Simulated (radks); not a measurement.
Results of a calculation; reference values are marked as such.
Sr4+, configuration [Ar] 3d10 4s2 4p4 (the NIST ground configuration). Code: a radial shooting solver on a logarithmic mesh with Libxc functionals. Model: scalar-relativistic Kohn-Sham, r2SCAN, spin-polarised, spherical densities, finite nucleus; open shells are filled with parallel spins first (spin-orbit coupling, left out, can overturn this in heavy ions); meta-GGA in the generalised Kohn-Sham scheme; Fermi nuclear charge, rms radius 4.224 fm.

Local quantities along the radius. ELF = 1/(1 + alpha^2) is the electron localisation function; alpha = (tau - tau_W)/tau_unif compares the Pauli kinetic energy density with that of the uniform gas (summed over spins); 4 pi r^2 rho is in e/bohr; -r V(r) is the screened charge that the Kohn-Sham potential of spin up presents (atomic units). tau is taken from the large components.

r (bohr),ELF,alpha,4 pi r^2 rho,-r V(r)
0.002521,1.000,0.02109,3.079,37.63
0.003283,1.000,0.02232,4.826,37.51
0.00424,0.999,0.02430,7.339,37.35
0.005477,0.999,0.02740,10.93,37.15
0.007132,0.999,0.03246,16.00,36.88
0.009213,0.998,0.04039,22.35,36.54
0.012,0.997,0.05432,30.08,36.10
0.0155,0.994,0.07884,37.83,35.56
0.02018,0.984,0.1290,44.41,34.87
0.02607,0.948,0.2341,47.48,34.05
0.03394,0.811,0.4827,46.14,33.01
0.04384,0.512,0.9768,42.00,31.64
0.05664,0.308,1.498,39.54,30.19
0.07375,0.381,1.273,43.55,28.46
0.09526,0.637,0.7543,52.56,26.64
0.124,0.779,0.5323,57.61,24.39
0.1602,0.698,0.6574,50.52,22.00
0.2086,0.354,1.350,37.27,19.19
0.2695,0.297,1.539,33.63,16.51
0.3509,0.629,0.7687,40.03,14.09
0.4533,0.779,0.5333,39.49,11.62
0.5856,0.690,0.6704,26.42,9.534
0.7625,0.309,1.494,12.56,7.688
0.985,0.251,1.726,7.408,6.746
1.283,0.719,0.6250,6.096,5.923
1.657,0.833,0.4478,3.754,5.392
2.157,0.637,0.7555,1.237,4.931
2.787,0.160,2.288,0.2033,4.104
3.629,0.006,13.20,0.01274,4.109
4.687,0.000,144.2,0.0002961,4.034

On this mesh the ELF has minima near r = 0.057, 0.24, 0.87 bohr, which separate the shells, and maxima near 0.12 (0.78), 0.45 (0.78), 1.7 (0.83).

Self-consistent cycle (total energy in hartree, residual of the potential): 1: -3164.813443, 1e+01; 2: -3172.371871, 6e+00; 3: -3175.647893, 6e-01; 4: -3175.683856, 4e-01; 5: -3175.703238, 7e-02; 6: -3175.704026, 2e-03; 7: -3175.704066, 4e-04; 8: -3175.704065, 6e-05; 9: -3175.704065, 3e-05; 10: -3175.704065, 2e-05; 11: -3175.704065, 1e-06.
